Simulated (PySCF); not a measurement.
## UHF on Cl⁺ (chlorine, charge +1)

Configuration: [Ne] 3s2 3p4, high-spin 3P determinant. Computed with PySCF 2.14 in aug-cc-pwCVTZ (8s7p5d3f, 75 functions), with no relativity, point nucleus.

```json
{
 "Total energy": "-459.053709 hartree",
 "One-electron energy": "-627.2888 hartree",
 "Hartree (Coulomb) energy": "195.4985 hartree",
 "Exchange energy": "-27.2634 hartree",
 "Kinetic energy": "459.05190 hartree",
 "⟨S²⟩": "2.0114",
 "⟨L²⟩": "2.040",
 "Sum of ⟨r⟩": "13.35 bohr",
 "Sum of ⟨r²⟩": "20.67 bohr²",
 "Traceless quadrupole moment −½Σ⟨3z² − r²⟩ along its main axis": "-1.41 e·bohr²",
 "Density at the nucleus (Gaussians lack the cusp)": "3180 bohr⁻³",
 "Spin density at the nucleus": "0.0508 bohr⁻³",
 "Langevin diamagnetic susceptibility": "-16.4 ×10⁻⁶ cm³/mol"
}
```

```
shell  electrons  mean orbital energy (hartree)  spread (hartree)  rms radius, mean of both spins (bohr)
 1s α          1                     -105.37310                 0                                  0.106
 1s β          1                     -105.34668                 0                                  0.106
 2s α          1                      -11.08758                 0                                  0.481
 2s β          1                      -11.06283                 0                                  0.481
 2p α          3                       -8.56100           0.02717                                  0.451
 2p β          3                       -8.51480           0.02239                                  0.451
 3s α          1                       -1.60052                 0                                   1.62
 3s β          1                       -1.34534                 0                                   1.62
 3p α          3                       -0.96860           0.08330                                   1.85
 3p β          1                       -0.86933                 0                                   1.85
```

Spin-orbit constants ζ (cm⁻¹) from the X2C one-electron operator on these orbitals (non-relativistic here): bare nucleus, nucleus screened by l(l+1)(2l+1)/3 electrons, and screened by the Breit-Pauli mean field of the electrons.

```tsv
shell	bare	screened nucleus	mean field
2p	9853	8694	8160
3p	770.8	680.1	630.1
```

To first order the Landé constant is A = -315.0 cm⁻¹, so the lowest level has J = 2 and lies 0.0391 eV below the centre of the term. This holds in LS coupling only.
